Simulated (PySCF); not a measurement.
How methods differ on the ionisation energy of Zn+

Zn+ [Ar] 3d10 4s1 (2S) → Zn(2+) [Ar] 3d10 (1S), as a difference of total energies. Calculation: PySCF 2.14, in def2-QZVPPD (11s6p5d4f2g, 100 functions); the non-relativistic Hamiltonian (point nucleus). Correlated levels: valence: [Ar] frozen. The calculations carry no spin-orbit coupling.

```json
{"method": "UHF", "ionisation energy (eV)": "16.570"}
{"method": "MP2 (valence)", "ionisation energy (eV)": "17.560"}
{"method": "SCS-MP2 (valence)", "ionisation energy (eV)": "17.401"}
{"method": "CCSD (valence)", "ionisation energy (eV)": "17.464"}
{"method": "CCSD(T) (valence)", "ionisation energy (eV)": "17.547"}
```

Problem. How much does correlation contribute at CCSD(T) (valence)?

Solution. 17.547 − (16.570) = 0.977 eV, measured against UHF.

These non-relativistic numbers lack the scalar-relativistic shift.

Errors of the correlated levels include the incompleteness of this basis and the frozen core.

For comparison: 17.964 eV (measured; NIST Atomic Spectra Database, ionization energies).
